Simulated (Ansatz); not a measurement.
The cluster AlRu₂⁺, relaxed as a quintet with UKS r2SCAN-D4/def2-TZVP in Ansatz, starting from the r2SCAN-D4/def2-TZVP geometry of the charge +1 singlet. Force threshold 0.02 eV/Å.

In the def2 sets Ru takes a core potential; there is no spin–orbit coupling. The charge 1 quintet is spin-contaminated (final ⟨S²⟩ up to 6.78, 6.00 for a pure state). The relaxation made no stability test and no search for a lower SCF solution. The structure comes from a short search, and lower isomers may exist.

Start:

Cartesian coordinates in Å:
```
Ru 0.822 -0.917 -0.039
Ru 0.440 1.096 -0.556
Al -1.262 -0.180 0.595
```

```tsv
step	energy (eV)	largest force component (eV/Å)	SCF passes
1	-11754.8486	4.107	59
2	-11755.2702	0.312	44
3	-11755.2746	0.066	39
4 (rejected)	-11755.2741	0.065	43
5	-11755.2748	0.045	37
6 (rejected)	-11755.2743	0.093	32
7	-11755.2750	0.006	31
8	-11755.2750	0.002	33
```

Force components are those of the run's own axes.

End:

```xyz
3

Ru    0.8493   -1.0231   -0.0145
Ru    0.3951    1.1805   -0.5653
Al   -1.2444   -0.1573    0.5798
```

By distances, no bond broke or formed. The bond that changes most is Ru1–Ru2, from 2.11 to 2.32 Å (atoms count from 1).

The force fell under the threshold at step 7, but the optimiser went on. No frequencies were taken in this run, so the end may be a saddle point.

Run time 42 s (4 threads of Arm Neoverse N1 on a shared host).
